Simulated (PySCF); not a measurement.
Mean harmonic wavenumber (cm⁻¹) of eight halogen compounds: PBE-D3(BJ) beside B3LYP-D3(BJ), computed with PySCF for isolated molecules in the bases named; differences from unrounded values. The eight are the first of their class met in an unordered collection, after screening for sound electronic states; none was chosen by its value. Each level has its own optimised geometry.

| molecule | basis | B3LYP-D3(BJ) | PBE-D3(BJ) | difference |
|---|---|---|---|---|
| C₅H₉F, SMILES C[C@@H]1C(F)[C@H]1C | def2-SVP | 1454 | 1416 | -38 |
| 1-bromo-2-chlorocyclobutene (C4H4BrCl), SMILES BrC1=C(Cl)CC1 | def2-SVP | 1245 | 1212 | -33 |
| C4H4F2, SMILES FC1(F)C=CC1 | def2-SVP | 1300 | 1262 | -38 |
| 1-fluorocyclopropane-1-carbaldehyde (C₄H₅FO), SMILES O=CC1(F)CC1 | def2-SVP | 1335 | 1297 | -39 |
| methyl (Z)-2,3-difluoroprop-2-enoate (C4H4F2O2), SMILES COC(=O)/C(F)=C/F | def2-SVP | 1174 | 1138 | -36 |
| 1-[(1R,2R)-2-fluorocyclopropyl]ethanone (C₅H₇FO), SMILES CC(=O)[C@H]1C[C@H]1F | def2-SVP | 1350 | 1312 | -38 |
| C4H4ClF, SMILES C=C(Cl)/C=C\F | def2-SVP | 1257 | 1221 | -36 |
| (3R)-1-fluoro-3-methylcyclobutene (C₅H₇F), SMILES C[C@H]1C=C(F)C1 | def2-SVP | 1423 | 1385 | -37 |

PBE-D3(BJ) lies below B3LYP-D3(BJ) in 8 and above it in 0 of the eight; the mean signed difference is -37 and the largest -39 cm⁻¹.
